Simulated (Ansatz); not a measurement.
# Molecular dynamics of C2H7NOSi

input.yaml

```yaml
crystal:
  periodic: [false, false, false]
  atoms:
    - { symbol: C, position_ang: [-1.47553, 0.669686, 0.124456] }
    - { symbol: "N", position_ang: [-0.144064, 0.143452, -0.080784] }
    - { symbol: C, position_ang: [1.005662, 0.40285, 0.809556] }
    - { symbol: O, position_ang: [1.966717, -0.597248, 0.234252] }
    - { symbol: Si, position_ang: [0.722098, -1.159922, -0.951507] }
    - { symbol: H, position_ang: [-1.899734, 0.38675, 1.112766] }
    - { symbol: H, position_ang: [-1.498195, 1.776038, 0.050431] }
    - { symbol: H, position_ang: [-2.151134, 0.276826, -0.652985] }
    - { symbol: H, position_ang: [0.80147, 0.171517, 1.874544] }
    - { symbol: H, position_ang: [1.4307, 1.420255, 0.716355] }
    - { symbol: H, position_ang: [0.226448, -2.593739, -0.790176] }
    - { symbol: H, position_ang: [1.092462, -0.951665, -2.412707] }
basis:
  gaussian: { orbitals: "6-31G" }
hamiltonian:
  xc: pbe
  dispersion: d4
md:
  timestep: 0.25
  n_steps: 500
  ensemble: nvt_nose_hoover
  temperature: 400.0
  initial_velocities: maxwell_boltzmann
  seed: 564092
  nose_hoover: { tau: 20.0, chain_length: 3 }
  temperature_schedule:
    - { n_steps: 125, end_temperature: 400.0 }
    - { n_steps: 375, end_temperature: 10.0 }
scf:
  lower_state_search: "off"
```

Launched with:

```bash
$ ansatz run input.yaml --threads 1 --pin off --max-ram 2048MiB --backend cpu --events-out ev --progress --plain --runs-dir out
```

It starts from a relaxed structure.

Output, in part (step lines, the closing report, with atoms numbered from 0):

```
md step     0: t =     0.00 fs  T =   400.0 K (target 400.0 K)  F+E_penalty+E_count = -13588.40141047 eV  E_kin = 0.517040 eV  conserved = -13587.88437048 eV  (16 SCF iters)
md step     1: t =     0.25 fs  T =   397.7 K (target 400.0 K)  F+E_penalty+E_count = -13588.39843799 eV  E_kin = 0.514076 eV  conserved = -13587.88436256 eV  (14 SCF iters)
md step     2: t =     0.50 fs  T =   390.8 K (target 400.0 K)  F+E_penalty+E_count = -13588.38944465 eV  E_kin = 0.505111 eV  conserved = -13587.88433538 eV  (14 SCF iters)
md step     3: t =     0.75 fs  T =   379.5 K (target 400.0 K)  F+E_penalty+E_count = -13588.37486946 eV  E_kin = 0.490585 eV  conserved = -13587.88429067 eV  (14 SCF iters)
md step     4: t =     1.00 fs  T =   364.6 K (target 400.0 K)  F+E_penalty+E_count = -13588.35543237 eV  E_kin = 0.471221 eV  conserved = -13587.88423090 eV  (14 SCF iters)
md step     5: t =     1.25 fs  T =   346.6 K (target 400.0 K)  F+E_penalty+E_count = -13588.33209017 eV  E_kin = 0.447974 eV  conserved = -13587.88416013 eV  (14 SCF iters)
md step     6: t =     1.50 fs  T =   326.5 K (target 400.0 K)  F+E_penalty+E_count = -13588.30597249 eV  E_kin = 0.421975 eV  conserved = -13587.88408326 eV  (14 SCF iters)
md step     7: t =     1.75 fs  T =   305.2 K (target 400.0 K)  F+E_penalty+E_count = -13588.27830415 eV  E_kin = 0.394447 eV  conserved = -13587.88400575 eV  (14 SCF iters)
[... lines left out ...]
md step   497: t =   124.25 fs  T =    98.8 K (target 13.6 K)  F+E_penalty+E_count = -13588.23764142 eV  E_kin = 0.127709 eV  conserved = -13587.88415306 eV  (14 SCF iters)
md step   498: t =   124.50 fs  T =    92.4 K (target 12.6 K)  F+E_penalty+E_count = -13588.23283952 eV  E_kin = 0.119397 eV  conserved = -13587.88413529 eV  (14 SCF iters)
md step   499: t =   124.75 fs  T =    86.1 K (target 11.6 K)  F+E_penalty+E_count = -13588.22808306 eV  E_kin = 0.111289 eV  conserved = -13587.88411833 eV  (13 SCF iters)
md step   500: t =   125.00 fs  T =    80.2 K (target 10.5 K)  F+E_penalty+E_count = -13588.22367551 eV  E_kin = 0.103689 eV  conserved = -13587.88410285 eV  (14 SCF iters)
Total energy: -13588.22370813 eV, -499.3580108448 hartree
Atom 0 at    -1.426400     0.768171    -0.007725 Å, force     1.053118     0.547444    -0.042329 eV/Å
Atom 1 at    -0.215450    -0.059565     0.135963 Å, force    -1.046815    -0.007351    -0.647396 eV/Å
Atom 2 at     0.979097     0.334187     0.874741 Å, force    -0.199288    -0.532399     1.190187 eV/Å
Atom 3 at     1.971693    -0.532966     0.159558 Å, force     0.857714     0.276023     0.363549 eV/Å
Atom 4 at     0.742520    -1.134438    -0.967518 Å, force    -1.091618     0.674647    -0.829819 eV/Å
Atom 5 at    -1.525030     1.414126     0.875657 Å, force     0.022269     0.039347     0.323699 eV/Å
Atom 6 at    -1.383754     1.492400    -0.875482 Å, force    -0.148466    -0.593352     0.205059 eV/Å
Atom 7 at    -2.330610     0.160118    -0.029074 Å, force    -0.275667    -0.261199    -0.306045 eV/Å
Atom 8 at     0.962865     0.029108     1.962003 Å, force     0.108271     0.099887    -0.597828 eV/Å
Atom 9 at     1.192744     1.407723     0.830334 Å, force     0.368649     0.356822    -0.302411 eV/Å
Atom 10 at     0.423847    -2.590079    -0.978199 Å, force     0.144161    -0.519501     0.156554 eV/Å
Atom 11 at     0.737054    -0.691993    -2.468939 Å, force     0.207671    -0.080369     0.486782 eV/Å
Dipole moment:    -0.417223     0.131081    -0.124456 e Å
```

The steps, from the saved trajectory:

| time (fs) | T (K) | potential energy less start (eV) | conserved less start (meV/atom) |
| --- | --- | --- | --- |
| 0.0 | 400 | 0.000 | 0.00 |
| 4.0 | 177 | 0.291 | 0.04 |
| 8.0 | 141 | 0.347 | 0.05 |
| 12.0 | 267 | 0.211 | 0.03 |
| 16.0 | 273 | 0.247 | 0.03 |
| 20.0 | 194 | 0.395 | 0.06 |
| 24.0 | 352 | 0.249 | 0.04 |
| 28.0 | 300 | 0.363 | 0.04 |
| 32.0 | 318 | 0.372 | 0.04 |
| 36.0 | 248 | 0.494 | 0.07 |
| 40.0 | 391 | 0.335 | 0.03 |
| 44.0 | 342 | 0.424 | 0.05 |
| 48.0 | 321 | 0.472 | 0.06 |
| 52.0 | 365 | 0.435 | 0.06 |
| 56.0 | 432 | 0.361 | 0.02 |
| 60.0 | 184 | 0.684 | 0.07 |
| 64.0 | 383 | 0.434 | 0.06 |
| 68.0 | 469 | 0.310 | 0.04 |
| 72.0 | 290 | 0.507 | 0.05 |
| 76.0 | 262 | 0.505 | 0.07 |
| 80.0 | 295 | 0.407 | 0.05 |
| 84.0 | 231 | 0.436 | 0.04 |
| 88.0 | 260 | 0.360 | 0.04 |
| 92.0 | 262 | 0.299 | 0.05 |
| 96.0 | 233 | 0.292 | 0.03 |
| 100.0 | 199 | 0.297 | 0.03 |
| 104.0 | 129 | 0.360 | 0.04 |
| 108.0 | 176 | 0.270 | 0.03 |
| 112.0 | 195 | 0.201 | 0.02 |
| 116.0 | 144 | 0.210 | 0.03 |
| 120.0 | 109 | 0.209 | 0.03 |
| 124.0 | 105 | 0.159 | 0.02 |

The run went to its last step. The conserved energy stayed within 0.077 meV per atom of its start (net change 0.022 meV per atom), so the integration is sound. The schedule's set-point averaged 140 K over the second half and the system 236 K, so it lags behind the ramp. A run of 0.12 ps of so small a system gives no equilibrium averages. Limits of this set-up: no polarisation functions.

The same pairs are bonded in the first frame and the last. Pairs count as bonded within 1.25 times the sum of covalent radii (0.12 Å more for H–H).

Last frame:

```xyz
12
Properties=species:S:1:pos:R:3
C -1.426 0.768 -0.008
N -0.215 -0.060 0.136
C 0.979 0.334 0.875
O 1.972 -0.533 0.160
Si 0.743 -1.134 -0.968
H -1.525 1.414 0.876
H -1.384 1.492 -0.875
H -2.331 0.160 -0.029
H 0.963 0.029 1.962
H 1.193 1.408 0.830
H 0.424 -2.590 -0.978
H 0.737 -0.692 -2.469
```

The run took 17 min on 1 thread of Arm Neoverse V2, on a shared host, peak memory 0.1 GiB.
